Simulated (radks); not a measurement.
Problem. The calcium ion Ca2+, [Ar]. All-electron calculation, non-relativistic Kohn-Sham, PBE, spin-polarised, spherical densities, point nucleus. Program: a radial shooting solver on a logarithmic mesh with Libxc functionals. Every spin shell is full or empty, so the densities are truly spherical. Functionals are evaluated on that one density, not self-consistently. Rank these orbital-free kinetic functionals by their error against the exact value of the orbitals, and give that value: Thomas-Fermi, TF + vW, TF + vW/9, LC94, revAPBEK, Perdew 92, Thakkar, Pearson, PG1, DePristo-Kress, Ernzerhof.

Solution. Exact: 676.033 hartree. From best to worst, with 100 (|E| - |E exact|)/|E exact| (equal figures are ties): DePristo-Kress +0.04, Ernzerhof -0.09, LC94 +0.10, Thakkar -0.19, revAPBEK +0.53, Perdew 92 -0.62, TF + vW/9 -0.63, Pearson -1.40, Thomas-Fermi -6.93, PG1 +22.52, TF + vW +49.81.
